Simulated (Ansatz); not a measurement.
F2Mg, singlet, at a GFN2-xTB geometry (such geometries of metal compounds can be far from the true shape); PBE/cc-pVQZ run with Ansatz (a first-principles code).

Input for Ansatz:
Ansatz 0.2 input:
```yaml
crystal:
  periodic: [false, false, false]
  atoms:
    - {symbol: Mg, position_ang: [0.40305854, -0.05533096, -0.13647722]}
    - {symbol: F, position_ang: [-0.45725792, 1.18552207, -0.93154954]}
    - {symbol: F, position_ang: [-0.08015346, -1.11174745, 1.11351917]}
basis:
  gaussian:
    orbitals: cc-pVQZ
hamiltonian:
  xc: pbe
```

What the program printed (banner, timings and long lists left out):

```
Functional definition: PBE
676 factors; their error is unknown
mean field evaluation 1: about -10868.6734 eV, gradient 6.9e1 eV
mean field evaluation 2: about -10781.8289 eV, gradient 2.3e2 eV
mean field evaluation 4: about -10875.6689 eV, gradient 4.0e0 eV
mean field evaluation 8: about -10875.6940 eV, gradient 1.9e-2 eV
mean field evaluation 16: about -10875.6677 eV, gradient 6.4e-5 eV
mean field -10875.66768972 eV, -399.6734158049 hartree, gradient 6.4e-5 eV, S^2 0.000000; 0 other end points of the search recorded, 0 dependent functions left out
reference -10875.66774777 eV, -399.6734179381 hartree; 15, 15 occupied and 154, 154 virtual orbitals, 676 factors
Total energy: -10875.66774777 eV, -399.6734179381 hartree
```
